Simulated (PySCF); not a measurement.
**Where the electron goes**

Species: C3H12N2Si2.
Structure used (GFN2-xTB), in Å, numbered top down from 1:
```xyz
19
C3H12N2Si2 angstrom
C      2.2989   -0.9342   -0.0209
N      0.9583   -0.3911   -0.0032
Si    -0.3493   -1.5296   -0.0571
C     -1.9622   -0.5110    0.0547
N     -1.8516    0.7940    0.6897
C     -1.0509    1.7378   -0.0758
Si     0.8062    1.3201   -0.2456
H      2.6315   -1.1351   -1.0428
H      2.9954   -0.2278    0.4285
H      2.3344   -1.8690    0.5370
H     -0.1853   -2.3988    1.1188
H     -0.3206   -2.3341   -1.2870
H     -2.3826   -0.3437   -0.9402
H     -2.7115   -1.0774    0.6122
H     -1.4510    0.6854    1.6173
H     -1.1605    2.7138    0.4022
H     -1.5193    1.8246   -1.0595
H      1.3211    1.7284   -1.5609
H      1.5892    1.9570    0.8252
```

The calculation used PySCF 2.14.0, density-fitted response routines, TDDFT CAM-B3LYP/def2-SVPD, vertical, gas phase, core orbitals frozen in the response.

Kohn–Sham orbitals with the atoms that hold most of them (Löwdin shares over 4%, at most four atoms; ? is withheld):

| orbital | ε (eV) | atoms |
| --- | --- | --- |
| HOMO-3 | -10.68 | N2 24%, Si7 12%, Si3 12%, C1 9% |
| HOMO-2 | -10.53 | C4 18%, C6 18%, Si7 14%, Si3 14% |
| HOMO-1 | -8.15 | ? |
| HOMO | ? | N5 49%, C6 11%, C4 11%, Si7 6% |
| LUMO | 1.02 | ? |
| LUMO+1 | 1.22 | Si3 15%, Si7 15%, C1 9%, H12 6% |
| LUMO+2 | 1.67 | Si7 14%, Si3 14%, C1 12%, H10 8% |

(1) Which atoms hold the HOMO-1, and with what shares?

(2) Which atoms hold the LUMO, and with what shares?

(3) What is the HOMO energy, and the HOMO–LUMO gap?

Results:

(1) N2 (bonded to C and 2 Si) 53%; C1 (bonded to N and 3 H) 9%; Si3 (bonded to C, N and 2 H) 8%; Si7 (bonded to C, N and 2 H) 8%. By element: nitrogen 53% or more, silicon 17%, carbon 9% or more.

(2) Si7 (bonded to C, N and 2 H) 21%; Si3 (bonded to C, N and 2 H) 21%; H15 (bonded to N) 6%; C6 (bonded to N, Si and 2 H) 6%. By element: silicon 41%, hydrogen 6% or more, carbon 6% or more.

(3) ε(HOMO) = -7.27 eV; the gap is 8.29 eV (0.3048 hartree).

Task: The HOMO–LUMO gap is 8.29 eV. Where does the response calculation put the lowest singlet, and from which orbitals?

Result: S1 is at 5.18 eV (f = 0.0023), 3.11 eV below the gap, made of HOMO→LUMO (83%), HOMO→LUMO+2 (10%). 

Task: One configuration dominates each of S1, S2 and S3. Which, and how do the shares of the two leading atoms of either orbital change from the occupied to the empty one?

Result: 
- S1 (5.18 eV, f 0.0023), HOMO→LUMO (83%): N5 49% → at most 6%, C6 11% → 6%, Si7 6% → 21%, Si3 at most 7% → 21%
- S2 (5.85 eV, f 0.034), HOMO→LUMO+1 (92%): N5 49% → at most 7%, C6 11% → at most 7%, Si3 at most 7% → 15%, Si7 6% → 15%
- S3 (5.96 eV, f 0.0059), HOMO-1→LUMO (77%): N2 53% → at most 6%, C1 9% → at most 6%, Si7 8% → 21%, Si3 8% → 21%

Löwdin shares depend on the basis, the more so with diffuse functions.

One conformer stands for the species.

Without π bonds the low states are Rydberg-like; a valence basis with one diffuse set may place them up to an eV too high.
